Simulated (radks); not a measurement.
Neutral cadmium, configuration [Kr] 4d8 5p4 (not the ground configuration). Calculated with a radial shooting solver on a logarithmic mesh with Libxc functionals: scalar-relativistic Kohn-Sham, r2SCAN, spin-polarised, spherical densities, finite nucleus; open shells are filled with parallel spins first (spin-orbit coupling, left out, can overturn this in heavy ions); meta-GGA in the generalised Kohn-Sham scheme; Fermi nuclear charge, rms radius 4.6087 fm. Some entries of the table are withheld. Estimate them.

orbital,occ.,eigenvalue (hartree),<r> (bohr)
1s up,1,-977.2732,0.03040
1s down,1,-977.2710,0.03040
2s up,1,-146.1804,0.1316
2s down,1,-146.1555,0.1316
2p up,3,-131.1229,0.1149
2p down,3,-131.1030,0.1149
3s up,1,-27.97638,0.3574
3s down,1,-27.96939,0.3575
3p up,3,-23.00086,0.3565
3p down,3,-22.99065,0.3565
3d up,5,-15.23637,0.3346
3d down,5,-15.21607,0.3346
4s up,1,(1),0.8744
4s down,1,(2),0.8740
4p up,3,(3),0.9471
4p down,3,(4),0.9468
4d up,5,-0.98361,1.179
4d down,3,-0.89362,1.179
5p up,3,-0.20683,3.090
5p down,1,-0.13425,3.368

Answer. 
(1) 4s up eigenvalue (hartree): -4.62630
(2) 4s down eigenvalue (hartree): -4.53854
(3) 4p up eigenvalue (hartree): -3.14320
(4) 4p down eigenvalue (hartree): -3.05382
